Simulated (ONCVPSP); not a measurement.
# An all-electron radial function and its pseudo partner (Mg)

Columns: radius, all-electron u(r) and pseudo u(r) of the 2s shell (level -79.59 eV) of magnesium in the configuration [He] 2s2 2p6 3s2; PBEsol, scalar-relativistic, ONCV scheme, ONCVPSP 4.0.1.

| r (bohr) | all-electron | pseudo |
| --- | --- | --- |
| 0.062 | -0.5580 | 0.2134 |
| 0.125 | -0.3581 | 0.4221 |
| 0.188 | 0.0585 | 0.6146 |
| 0.250 | 0.4629 | 0.7817 |
| 0.312 | 0.7864 | 0.9213 |
| 0.375 | 1.0170 | 1.0318 |
| 0.438 | 1.1569 | 1.1088 |
| 0.500 | 1.2228 | 1.1520 |
| 0.562 | 1.2352 | 1.1651 |
| 0.625 | 1.2085 | 1.1507 |
| 0.688 | 1.1550 | 1.1132 |
| 0.750 | 1.0861 | 1.0586 |
| 0.812 | 1.0080 | 0.9918 |
| 0.875 | 0.9247 | 0.9162 |
| 0.938 | 0.8410 | 0.8371 |
| 1.000 | 0.7608 | 0.7593 |
| 1.062 | 0.6844 | 0.6839 |
| 1.125 | 0.6116 | 0.6115 |
| 1.188 | 0.5444 | 0.5443 |
| 1.250 | 0.4837 | 0.4837 |
| 1.312 | 0.4286 | 0.4285 |
| 1.375 | 0.3780 | 0.3780 |
| 1.438 | 0.3327 | 0.3326 |
| 1.500 | 0.2927 | 0.2927 |
| 1.562 | 0.2572 | 0.2572 |
| 1.625 | 0.2252 | 0.2252 |

Question: How many radial nodes do the two functions have?

Answer: The all-electron 2s function has n − l − 1 = 1; the pseudo-wave has 0, since the states of the same l below it are removed with the core.

Question: At about which radius was the pseudo-wave matched?

Answer: 1.25 bohr. The columns agree to 0.0005 from 1.12 bohr on; several derivatives are matched, so the curves merge somewhat inside the radius.

Question: Is the pseudo-wave norm-conserving?

Answer: Yes: the ONCV scheme keeps the norm inside the radius equal to the all-electron one, which fixes the energy derivative of the logarithmic derivative at the level.
